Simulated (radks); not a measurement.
Values are calculated unless marked as measured or tabulated.
Problem. These are the eigenvalues of the occupied orbitals of an atom or ion with whole-number occupations (eV). Level of theory: Dirac Kohn-Sham, BLYP, spin-unpolarised, spherical densities, point nucleus (a radial shooting solver on a logarithmic mesh with Libxc functionals).

orbital  eigenvalue
1s1/2     -55467.86
2s1/2     -9292.536
2p1/2     -8845.475
2p3/2     -7988.130
3s1/2     -2093.116
3p1/2     -1897.611
3p3/2     -1718.545
3d3/2     -1383.484
3d5/2     -1344.352
4s1/2     -432.2752
4p1/2     -354.7019
4p3/2     -314.5797
4d3/2     -186.9357
4d5/2     -179.6649
5s1/2      -73.6954
5p1/2      -52.2957
5p3/2      -46.9015
4f5/2      -27.2791
4f7/2      -26.2798
5f5/2       -6.1094

Which element is it, and in what charge state? The configuration may be excited. Open shells, if any, fill j = l - 1/2 first.

Solution. Z = 67, holmium, charge +2: Ho2+ in [Kr] 4d10 4f11 5s1 5p6 5f1. The list shows which subshells hold electrons but not how many an open one holds; the 1s level, -2038.4 hartree, gives Z - s = 63.8 by -(Z - s)^2/2, which with screening and relativity narrows Z to a few neighbours, and the depths of the outer levels then fix element, charge and occupations together.
